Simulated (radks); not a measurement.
Valence configurations of the neon ion Ne3+ (all share [He]). Calculated with a radial shooting solver on a logarithmic mesh with Libxc functionals: scalar-relativistic Kohn-Sham, PBEsol, spin-polarised, spherical densities, point nucleus; open shells are filled with parallel spins first. Energies are relative to 2s2 2p3; eigenvalues in eV for spin up.

2s2 2p3: E (eV) 0.000; moment (Bohr magnetons) 3; e(2p) -83.600; e(2s) -105.99
2s1 2p4: E (eV) 22.910; moment (Bohr magnetons) 3; e(2p) -82.918; e(2s) -105.68
2p5: E (eV) 51.564; moment (Bohr magnetons) 1; e(2p) -80.331
2s0.5 2p4.5: E (eV) 37.972; moment (Bohr magnetons) 2; e(2p) -81.717; e(2s) -104.55
2s1.5 2p3.5: E (eV) 11.483; moment (Bohr magnetons) 3; e(2p) -83.261; e(2s) -105.84

NIST lists [He] 2s2 2p3 as the ground configuration; this level of theory agrees among the configurations tried. The energies are those of spherical high-spin densities, not of single terms.
